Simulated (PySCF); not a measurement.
Geometries of 2 isomers of C2H11AsSi2, from PySCF, PBE0-D3(BJ)/def2-SVP geometry optimisation, gas phase. One conformer each, no zero-point energy, no frequencies.

Problem. Which is lower in electronic energy at this level?
A.
```xyz
16
angstrom
C     -2.240   -0.518    0.546
C     -1.197    0.543    0.235
As     0.384    0.416    1.453
Si     1.360   -1.488    0.448
Si     1.767    1.904    0.249
H     -3.131   -0.390   -0.090
H     -1.853   -1.534    0.369
H     -2.568   -0.468    1.595
H     -1.609    1.553    0.390
H     -0.868    0.482   -0.814
H      1.267   -1.435   -1.046
H      0.667   -2.727    0.918
H      2.798   -1.569    0.847
H      3.167    1.797    0.759
H      1.761    1.623   -1.223
H      1.279    3.301    0.463
```
B.
```xyz
16
angstrom
C     -2.132    0.397    0.283
C     -1.396   -0.105   -0.955
Si    -0.337   -1.641   -0.665
As     1.064   -1.256    1.218
Si     2.125    0.588    0.183
H     -1.430    0.686    1.083
H     -2.798   -0.373    0.702
H     -2.750    1.281    0.058
H     -0.742    0.684   -1.365
H     -2.109   -0.348   -1.763
H      0.469   -1.962   -1.884
H     -1.203   -2.820   -0.347
H      2.128   -2.233    0.726
H      2.369    0.393   -1.280
H      1.241    1.781    0.360
H      3.429    0.854    0.863
```

Solution. B. That is `CC[SiH2][AsH][SiH3]`, 7.4 kcal/mol below the other.

| SMILES | atoms numbered as above | E (Eh) | relative (kcal/mol) | relative (kJ/mol) | dipole (D) |
| --- | --- | --- | --- | --- | --- |
| CC[SiH2][AsH][SiH3] | [CH3:1][CH2:2][SiH2:3][AsH:4][SiH3:5] | -2896.58904 | 0.0 | 0.0 | 1.05 |
| CC[As]([SiH3])[SiH3] | [CH3:1][CH2:2][As:3]([SiH3:4])[SiH3:5] | -2896.57728 | 7.4 | 30.9 | 1.20 |

As drawn, the lower has an Si–C bond, which the higher lacks.
